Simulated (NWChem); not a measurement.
AlSiH3O2F2; SMILES [OH][Al]([SiH](F)F)[OH]

```xyz
9

Si    -0.4527     1.3369    -0.0216
F      0.1887     2.0163     1.3267
F      0.3115     2.0158    -1.3045
Al     0.0038    -1.0614    -0.0003
O     -1.3647    -2.0941    -0.0402
O      1.6484    -1.5329     0.0520
H     -1.8874     1.7813    -0.0886
H     -1.3801    -3.0631    -0.0380
H      2.0287    -2.4235     0.0667
```
Atoms are numbered in this order, from 1.

Coordinates come from a PBE-D3(BJ)/def2-SVP optimisation.

 Unshifted, non-relativistic core excitations; the lowest 4 roots alone, so stronger bands may lie above.

Problem. List the first Al K-edge excitations from PBE0/6-311G** (spherical d), restricted-window TDA (NWChem).

Solution. 
| state | energy (eV) | dipole oscillator strength | leading excitation (squared amplitude) |
|---|---|---|---|
| S1 | 1524.9 | 0.0043 | 1s of atom 4 or its equivalents → LUMO (0.96) |
| S2 | 1525.8 | 0.0000 | 1s of atom 4 or its equivalents → LUMO+1 (0.95) |
| S3 | 1526.5 | 0.0014 | 1s of atom 4 or its equivalents → LUMO+2 (0.97) |
| S4 | 1528.2 | 0.0004 | 1s of atom 4 or its equivalents → LUMO+3 (0.93) |
